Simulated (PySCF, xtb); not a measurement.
C2H6BFO2, SMILES COB(O)CF. One conformer was computed; it need not be the lowest.

Harmonic wavenumbers (cm⁻¹) from xtb with GFN2-xTB at its own minimum, in rising order: 44, 65, 157, 168, 236, 375, 439, 527, 583, 757, 820, 937, 1011, 1052, 1129, 1144, 1184, 1215, 1271, 1336, 1409, 1435, 1465, 1468, 2966, 2969, 2976, 2978, 2994, 3613.

### Question
What does PySCF with PBE-D3(BJ)/def2-SVP give at its own minimum? (An estimate is asked for; the answer gives what the named calculation found.)

### Answer
30, 85, 147, 177, 263, 384, 454, 541, 632, 772, 858, 950, 1031, 1080, 1142, 1161, 1182, 1240, 1354, 1383, 1397, 1423, 1425, 1505, 2957, 2960, 3010, 3044, 3061, 3663. Paired by order, the mean absolute difference is 27 cm⁻¹ and the zero-point energies are 55.4 and 56.2 kcal/mol.
